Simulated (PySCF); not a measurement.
Excitations are Tamm–Dancoff values on a coarser integration grid. The basis has no diffuse functions, so Rydberg states are missing or too high.

Cartesian coordinates (Å):
```xyz
7

F      2.1999     1.5738    -0.1316
Ga     1.2713     0.0928    -0.0623
F      2.3486    -1.2862    -0.0938
Si    -1.1002    -0.0631     0.0549
H     -1.5758    -0.7984    -1.1418
H     -1.4568    -0.8153     1.2820
H     -1.6869     1.2965     0.0926
```
Charge 0, spin multiplicity 1.

Problem. What S1–T1 gap (TDA), HOMO, HOMO–LUMO gap, T1 excitation (TDA), dipole moment, total energy, LUMO and brightest of the four lowest singlets (TDA) does PBE-D3(BJ)/def2-TZVP // r2SCAN-D4/def2-TZVP run with PySCF give?

Solution. 
```yaml
S1–T1 gap (TDA): 0.84 eV
HOMO: -7.81 eV
HOMO–LUMO gap: 5.28 eV
T1 excitation (TDA): 4.87 eV
dipole_moment: 3.46 D
total_energy: -2415.3952 Ha
LUMO: -2.52 eV
brightest of the four lowest singlets (TDA): 6.61 eV
```
